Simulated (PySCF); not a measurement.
## Magnetisability: `CO[C@H]1C[C@@H](O)C1`, C5H10O2

Molfile (atoms numbered from 1):
```
C5H10O2
     RDKit          3D

 17 17  0  0  0  0  0  0  0  0999 V2000
   -1.0135    2.2466   -0.2569 C   0  0  0  0  0  0  0  0  0  0  0  0
   -1.3149    0.8739   -0.2756 O   0  0  0  0  0  0  0  0  0  0  0  0
   -0.2433   -0.0338   -0.3511 C   0  0  1  0  0  0  0  0  0  0  0  0
    1.1607    0.3612   -0.8445 C   0  0  0  0  0  0  0  0  0  0  0  0
    1.7535   -0.5260    0.2724 C   0  0  1  0  0  0  0  0  0  0  0  0
    2.8595   -0.0533    0.9776 O   0  0  0  0  0  0  0  0  0  0  0  0
    0.3786   -0.5366    0.9713 C   0  0  0  0  0  0  0  0  0  0  0  0
   -0.3611    2.5192    0.5815 H   0  0  0  0  0  0  0  0  0  0  0  0
   -0.5546    2.5753   -1.1960 H   0  0  0  0  0  0  0  0  0  0  0  0
   -1.9693    2.7535   -0.1338 H   0  0  0  0  0  0  0  0  0  0  0  0
   -0.6344   -0.8772   -0.9292 H   0  0  0  0  0  0  0  0  0  0  0  0
    1.4081    0.1043   -1.8713 H   0  0  0  0  0  0  0  0  0  0  0  0
    1.3952    1.4099   -0.6715 H   0  0  0  0  0  0  0  0  0  0  0  0
    2.0423   -1.5133   -0.0909 H   0  0  0  0  0  0  0  0  0  0  0  0
    2.6503    0.8115    1.3501 H   0  0  0  0  0  0  0  0  0  0  0  0
    0.0177   -1.4848    1.3576 H   0  0  0  0  0  0  0  0  0  0  0  0
    0.3179    0.2167    1.7564 H   0  0  0  0  0  0  0  0  0  0  0  0
  1  2  1  0
  2  3  1  0
  3  4  1  0
  4  5  1  0
  5  6  1  0
  5  7  1  0
  7  3  1  0
  1  8  1  0
  1  9  1  0
  1 10  1  0
  3 11  1  6
  4 12  1  0
  4 13  1  0
  5 14  1  6
  6 15  1  0
  7 16  1  0
  7 17  1  0
M  END
```

Computed, not measured: GIAO PBE0/pcSseg-1 magnetisability, rotational g tensor and spin-rotation constants, non-relativistic, gas phase (PySCF). Geometry: GFN2-xTB, dihedral held. The dihedral C7–C3–O2–C1 is held at 90°.

Question: What are the magnetisability and the molar susceptibility?

Answer: Isotropic -1111 × 10⁻³⁰ J/T², or -66.9 × 10⁻⁶ cm³/mol; principal values -1165, -1113, -1054 × 10⁻³⁰ J/T², anisotropy 96 × 10⁻³⁰ J/T² (root of half the summed squared differences of the principal values). The susceptibility is in cgs units.

Question: Split it along the inertial axes a, b, c into diamagnetic and paramagnetic parts about the centre of mass, with the quadrupole moment.

Answer: 
| axis | χ (10⁻⁶ cm³/mol) | diamagnetic (10⁻⁶ cm³/mol) | paramagnetic (10⁻⁶ cm³/mol) | summed x² of all electrons (Å²) | quadrupole Θ (D Å) |
| --- | --- | --- | --- | --- | --- |
| a | -69.8 | -328.9 | 259.1 | 161.9 | -11.01 |
| b | -66.9 | -828.6 | 761.7 | 44.2 | +5.67 |
| c | -63.9 | -874.4 | 810.4 | 33.4 | +5.34 |

Anisotropies 2χaa − χbb − χcc = -8.8 and 2χbb − χaa − χcc = -0.1 × 10⁻⁶ cm³/mol. Θ is traceless in Buckingham's convention.

Question: And the rotational g tensor?

Answer: 
| axis | rotational constant (GHz) | g | nuclear part | electronic part |
| --- | --- | --- | --- | --- |
| a | 5.5116 | -0.0081 | 0.6628 | -0.6709 |
| b | 1.6232 | -0.0121 | 0.5687 | -0.5808 |
| c | 1.5317 | -0.0134 | 0.5698 | -0.5832 |

Asymmetric top; isotopes 12C, 1H, 16O; no vibrational averaging.
